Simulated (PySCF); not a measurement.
All values below come from B3LYP-D3(BJ)/def2-TZVP (PySCF 2.14.0). Gas-phase values, no solvent. One relaxed conformer stands for a flexible species; it need not be the lowest. B3LYP has the VWN-RPA correlation part, as in Gaussian. 

Reference species (SMILES): `C[SiH]=O` (neutral, multiplicity 1).

The HOMO–LUMO gap comes out as 5.91 eV, the HOMO comes out as -7.63 eV and the LUMO is -1.72 eV.

Changed species: `OC=[SiH2]` (H–O–C–Si torsion 15°).

Q: What does the change do to the HOMO–LUMO gap, HOMO and LUMO?

A: the HOMO–LUMO gap falls by 1.69 eV, to 4.22 eV; the HOMO goes up by 1.98 eV, to -5.65 eV; the LUMO rises by 0.29 eV, to -1.43 eV.
